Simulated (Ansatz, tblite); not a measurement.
Forces on Mo(OH)F5 (MoOF₅H) at its r2SCAN-D4/def2-SVP geometry. Total charge 0; singlet.

In the def2 sets Mo takes a core potential; there is no spin–orbit coupling. The xTB rows come from tblite.

GFN1-xTB (tblite), largest force 1.73 eV/Å:

```xyz
8
positions Å, forces eV/Å
Mo   -0.077    0.168   -0.254    0.052    0.120    0.034
O     0.134   -1.188    0.954    0.021    1.360   -0.738
H     0.482   -1.452    1.819   -0.257   -0.052   -0.490
F    -0.180    1.661   -1.319    0.017   -1.432    0.854
F    -0.737   -0.922   -1.574    0.628    1.039    1.240
F     0.572    1.315    1.042   -0.543   -0.950   -1.102
F     1.614   -0.085   -0.937   -1.495    0.223    0.640
F    -1.808    0.504    0.269    1.578   -0.308   -0.438
```

GFN2-xTB (tblite), largest force 1.85 eV/Å:

```
Mo -0.018 -0.364 0.167
O 0.059 1.657 -0.831
H -0.230 -0.253 -0.323
F 0.023 -1.047 0.646
F 0.514 0.842 1.023
F -0.426 -0.753 -0.869
F -1.200 0.174 0.529
F 1.278 -0.256 -0.343
```

PBE-D4/def2-TZVP (Ansatz), largest force 0.58 eV/Å:

```
Mo 0.014 0.001 0.024
O -0.005 -0.467 0.255
H 0.043 0.008 0.094
F -0.034 0.448 -0.322
F -0.201 -0.353 -0.392
F 0.201 0.362 0.401
F 0.515 -0.088 -0.218
F -0.533 0.089 0.159
```
